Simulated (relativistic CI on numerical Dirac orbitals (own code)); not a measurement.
Transition arrays of Tb22+

Method of calculation: Dirac-Coulomb-Breit CI, separate exchange-only KLI orbitals for each configuration, model QED (radiative potential, 1s self-energy scaled to tabulated hydrogen-like ionisation energies), valence Slater integrals scaled by 0.9, whole transition arrays (own radial code, finite nucleus).

Configuration list (outside the closed core [Ar] 3d10 4s2): 4p6 4d7, 4p6 4d6 4f, 4p5 4d8, 4p6 4d6 5p, 4p6 4d6 5f. Levels of other configurations are missing.

All E1 lines from the levels of 4p6 4d7; mean and standard deviation are weighted by gf, and upper levels are sorted by their leading configuration.

```csv
Upper configuration,Lines,Σgf,Mean (eV),Mean (nm),σ (eV),Strongest line (nm)
4p6 4d6 4f,2936,734.5,187.76,6.603,6.00,6.549
4p5 4d8,355,86.7,190.02,6.525,18.27,6.382
4p6 4d6 5p,1718,82.9,275.00,4.508,4.77,4.506
4p6 4d6 5f,2825,137.0,396.67,3.126,4.69,3.083
```

Σgf per state of the lower configuration in bins of 0.1 nm over the central range (centre: value): 3.05: 0.35, 3.15: 0.78, 4.35: 0.04, 4.45: 0.25, 4.55: 0.31, 4.65: 0.07, 6.05: 0.03, 6.15: 0.12, 6.25: 0.18, 6.35: 0.70, 6.45: 0.53, 6.55: 2.44, 6.65: 2.31, 6.75: 0.20, 6.85: 0.07.

**Question.** How do configuration mixing and the scaling of the Slater integrals move the arrays?

**Answer.** Slater scale 0.9, no configuration mixing: 4p6 4d6 4f 182.4 ± 7.1 eV (Σgf 601.4), 4p5 4d8 161.7 ± 17.7 eV (Σgf 161.1), 4p6 4d6 5p 275.2 ± 4.7 eV (Σgf 95.9), 4p6 4d6 5f 396.6 ± 4.7 eV (Σgf 144.7); Slater scale 1: 4p6 4d6 4f 191.6 ± 6.3 eV (Σgf 785.9), 4p5 4d8 190.1 ± 22.4 eV (Σgf 51.7), 4p6 4d6 5p 275.1 ± 5.0 eV (Σgf 81.1), 4p6 4d6 5f 396.8 ± 4.9 eV (Σgf 136.9); Slater scale 0.8: 4p6 4d6 4f 184.2 ± 6.2 eV (Σgf 711.8), 4p5 4d8 187.3 ± 16.7 eV (Σgf 93.1), 4p6 4d6 5p 274.9 ± 4.6 eV (Σgf 84.6), 4p6 4d6 5f 396.6 ± 4.5 eV (Σgf 137.0). With mixing, levels are counted to their leading configuration, so an array can shrink or vanish into another, and the sums then hold other lines.
